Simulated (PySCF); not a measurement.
System: CF3 (cation, charge +1), singlet: umbrella (inversion) coordinate, bond length relaxed. Scanned: angle between the C-F bonds and the threefold axis (90 = planar). Other coordinates (C-F bond length) were minimised at B3LYP/def2-TZVP. Each profile is relative to its own lowest point.

| a / ° | A | B | C |
|---|---|---|---|
| 90 | 0.0 | 0.0 | 0.0 |
| 93 | 3.7 | 5.1 | 5.0 |
| 96 | 15.0 | 20.4 | 20.2 |
| 99 | 34.1 | 46.0 | 45.6 |
| 102 | 61.4 | 82.3 | 81.6 |
| 105 | 97.2 | 129.6 | 128.6 |
| 108 | 142.2 | 188.5 | 187.2 |
| 111 | 197.0 | 259.7 | 258.1 |
| 114 | 262.8 | 344.2 | 342.3 |
| 117 | 340.8 | 442.9 | 441.2 |
| 120 | 432.3 | 557.2 | 556.0 |
| 123 | 539.3 | 688.0 | 688.2 |
| 126 | 664.4 | 836.1 | 839.1 |
| 129 | 811.2 | 1001.3 | 1009.2 |

Energies in kJ/mol.

Q: Match the curves with the methods PySCF with CCSD on RHF/cc-pVDZ, 4 core orbitals frozen; MP2 on RHF/cc-pVDZ, 4 core orbitals frozen in PySCF; restricted Hartree-Fock/STO-3G (PySCF 2.14.0).

A: A is RHF/STO-3G; B is CCSD; C is MP2.

The scan ran from 90.0 to 132.0; beyond the range shown the relaxed coordinates jump or full CI changes its symmetry label.
